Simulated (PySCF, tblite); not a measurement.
Isomers of C6H5FN (doublet state), one GFN2-xTB conformer each. Single-point energies are computed at B3LYP/pcH-1 (PySCF, gas phase, no added dispersion term), electronic only. GFN2-xTB treats the open shell by occupation alone, and not every SCF solution was tested for stability.

```tsv
SMILES	GFN2-xTB relative energy (kcal/mol)
[H]/[C]=C\C(C)=C(/F)C#N	72.5
[NH]c1cccc(F)c1	0.0
C=[C]c1cc(F)c[nH]1	16.8
C=CC1=CC(F)=C[N]1	10.3
```

Conformers: `[H]/[C:1]=[CH:2]\[C:3]([CH3:4])=[C:5](/[F:6])[C:7]#[N:8]` (doublet state) with C1–C2–C3–C4 0°; `[NH:1][c:2]1[cH:3][cH:4][cH:5][c:6]([F:7])[cH:8]1` (doublet state) with H–N1–C2–C3 180°; `[CH2:1]=[CH:2][C:3]1=[CH:4][C:5]([F:6])=[CH:7][N:8]1` (doublet state) with C1–C2–C3–C4 180°.

**Question.** What does B3LYP/pcH-1 give for the same structures?

**Answer.** 
| SMILES | B3LYP/pcH-1 E (Eh) | B3LYP/pcH-1 (kcal/mol) | GFN2-xTB (kcal/mol) | point group |
| --- | --- | --- | --- | --- |
| [NH]c1cccc(F)c1 | -386.21310 | 0.0 | 0.0 | Cs |
| C=CC1=CC(F)=C[N]1 | -386.18183 | 19.6 | 10.3 | Cs |
| C=[C]c1cc(F)c[nH]1 | -386.15695 | 35.2 | 16.8 | Cs |
| [H]/[C]=C\C(C)=C(/F)C#N | -386.12139 | 57.5 | 72.5 | Cs |

Both levels put the same isomer lowest; measured from each level's own lowest isomer, the values differ by up to 18.4 kcal/mol (C=[C]c1cc(F)c[nH]1: 16.8 against 35.2). As drawn, the lowest has an N–H bond, which the highest lacks.

**Question.** What happens when harmonic zero-point energies from GFN2-xTB frequencies are added?

**Answer.** 
```csv
SMILES,ZPE (kcal/mol),electronic (kcal/mol),with ZPE (kcal/mol)
[NH]c1cccc(F)c1,58.0,0.0,0.0
C=CC1=CC(F)=C[N]1,57.1,19.6,18.7
C=[C]c1cc(F)c[nH]1,56.5,35.2,33.8
[H]/[C]=C\C(C)=C(/F)C#N,55.1,57.5,54.7
```

The zero-point energies span 2.9 kcal/mol. The order is unchanged.
